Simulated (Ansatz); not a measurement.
Start from `[CH3][Nb]([NH2])(=[O])[Cl]` and change one atom or group to get `[CH3][Nb]([NH2])(=[O])[OH]`.

Ansatz, PBE0-D4/def2-TZVP geometries, multiplicity 1. Each molecule was computed in one conformer, which needn't be the lowest.

Elements past krypton have def2 core potentials.

| property | `[CH3][Nb]([NH2])(=[O])[Cl]` |
| --- | --- |
| LUMO energy (B3LYP/def2-TZVPP) / eV | -2.19 |
| LUMO energy (PBE/def2-TZVPP) / eV | -2.80 |
| HOMO–LUMO gap (PBE/def2-TZVPP) / eV | 4.05 |
| HOMO energy (B3LYP/def2-TZVPP) / eV | -7.98 |
| HOMO–LUMO gap (ωB97M-V/def2-TZVPP) / eV | 10.70 |
| LUMO energy (PBE0/def2-TZVPP) / eV | -1.96 |

**Question.** Give the same properties after the change, and the shifts. (An estimate is asked.)

**Answer.** Computed: 
```
                               property  `[CH3][Nb]([NH2])(=[O])[OH]`  shift
    LUMO energy (B3LYP/def2-TZVPP) / eV                         -1.29   0.90
      LUMO energy (PBE/def2-TZVPP) / eV                         -1.92   0.88
    HOMO–LUMO gap (PBE/def2-TZVPP) / eV                          4.47   0.42
    HOMO energy (B3LYP/def2-TZVPP) / eV                         -7.53   0.45
HOMO–LUMO gap (ωB97M-V/def2-TZVPP) / eV                         10.93   0.23
     LUMO energy (PBE0/def2-TZVPP) / eV                         -1.03   0.93
```

With PBE0 the HOMO rises by 0.46 eV and the LUMO rises by 0.93 eV, so the gap widens by about 0.47 eV. PBE moves the HOMO by 0.46 eV and ωB97M-V by 0.44 eV. The zero-point energy changes by 31.0 kJ/mol with +3 modes.

B3LYP here is the variant with VWN-RPA as its local correlation; programs differ in this.

Positive LUMOs are unbound, so they and the gaps depend on the basis.
